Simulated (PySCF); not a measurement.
C4H10O2Zn2, SMILES [CH3][Zn][O]CC[O][Zn][CH3]. Atoms are numbered in the order given.

```xyz
18

C     -2.6340    -0.3772    -2.5013
Zn    -1.5853    -0.1455    -0.8966
O     -0.5382    -0.0071     0.5766
C     -0.7078     0.8242     1.7276
C      0.4890     0.5768     2.6546
O      1.6897     0.6562     1.9683
Zn     1.5768    -0.0703     0.2751
C      2.0032    -0.7300    -1.5216
H     -3.5590    -0.9336    -2.2859
H     -2.9039     0.5988    -2.9328
H     -2.0520    -0.9395    -3.2478
H     -1.6607     0.5963     2.2410
H     -0.7225     1.8898     1.4238
H      0.4404     1.3271     3.4736
H      0.3377    -0.4187     3.1386
H      3.0363    -0.4893    -1.8178
H      1.3357    -0.2866    -2.2823
H      1.8888    -1.8255    -1.5816
```
Charge 0, spin multiplicity 1.

The structure is a stationary point at B3LYP-D3(BJ)/def2-SVP. One conformer was computed; it need not be the lowest.

Method: IEF-PCM-M06-2X/def2-SVP in PySCF.

The values are the electrostatic part of the solvation free energy, E(continuum) − E(gas) at the gas-phase geometry, in a cavity of scaled van der Waals radii (PySCF's table); cavitation and dispersion terms are not included. A continuum can't describe solvent molecules that bind to the metal. In vacuum the orbital gap is 7.42 eV. The dipole moment in vacuum is 4.85 D.

Computed values in water (ε = 78.36), ethanol (ε = 24.85), dichloromethane (ε = 8.93):
| solvent | ε | ΔG(elec) (kcal/mol) | dipole (D) | gap (eV) |
|---|---|---|---|---|
| water | 78.36 | -22.3 | 5.63 | 8.60 |
| ethanol | 24.85 | -21.3 | 5.60 | 8.55 |
| dichloromethane | 8.93 | -18.6 | 5.51 | 8.43 |
